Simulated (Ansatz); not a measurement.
Ansatz (a quantum-chemistry and plane-wave program) input (RI-MP2/aug-cc-pV(T+d)Z):
A basis named .json is the Basis Set Exchange file of that set.

Ansatz 0.2 input:
```yaml
crystal:
  periodic: [false, false, false]
  atoms:
    - {symbol: C, position_ang: [-2.74205091, -0.28580796, 0.21188152]}
    - {symbol: O, position_ang: [-1.42977780, -0.77773739, 0.03368574]}
    - {symbol: Al, position_ang: [0.09887775, -0.11394882, -0.02281775]}
    - {symbol: Cl, position_ang: [0.37673565, 1.94369231, 0.20350863]}
    - {symbol: Cl, position_ang: [1.73512695, -1.36060519, -0.32235978]}
    - {symbol: H, position_ang: [-3.18944210, -0.75402343, 1.09131826]}
    - {symbol: H, position_ang: [-3.34716128, -0.53997548, -0.66106400]}
    - {symbol: H, position_ang: [-2.75994373, 0.79959938, 0.34607100]}
basis:
  gaussian:
    orbitals: aug-cc-pV_T+d_Z.json
    fitting: {mean_field: def2-universal-jkfit, correlation: aug-cc-pVTZ-RIFIT.json}
total_charge: 1
magnetization: {spin_polarized: true, initial_magnetization: 1}
correlation: {method: mp2, electrons: outside_noble_gas}
```

End of the output:

```
integrals: 0.61 GiB planned
590 factors; integrals over basis functions are off by at most 1.4e0 eV
0.72 GiB of device memory are held for the factors and their scratch space
mean field: 1.42 GiB planned
mean field evaluation 1: about -34695.7270 eV, gradient 4.0e1 eV
mean field evaluation 2: about -34696.4178 eV, gradient 3.9e1 eV
mean field evaluation 4: about -34701.9786 eV, gradient 1.9e0 eV
mean field evaluation 8: about -34702.0916 eV, gradient 1.2e0 eV
mean field evaluation 16: about -34703.5953 eV, gradient 7.5e-1 eV
mean field evaluation 32: about -34698.8343 eV, gradient 2.1e1 eV
mean field evaluation 64: about -34702.2758 eV, gradient 3.2e-1 eV
mean field evaluation 96: about -34703.5992 eV, gradient 2.3e-1 eV
mean field evaluation 128: about -34703.3761 eV, gradient 2.3e-6 eV
mean field evaluation 160: about -34703.5994 eV, gradient 1.8e-6 eV
mean field -34703.59941075 eV, -1275.3337554004 hartree, gradient 1.8e-6 eV, S^2 0.761076; 18 other end points of the search recorded, 0 dependent functions left out
17 core orbitals not correlated
791 factors; their error is unknown
reference -34703.59941075 eV, -1275.3337554004 hartree; 15, 14 occupied and 294, 295 virtual orbitals, 791 factors
second order -21.96066921 eV of doubles, -0.00000000 eV of singles
Total energy: -34725.56007996 eV, -1276.1407951084 hartree
```

This state (charge 1, doublet) is run at the relaxed geometry of the species with charge 0 and multiplicity 1.
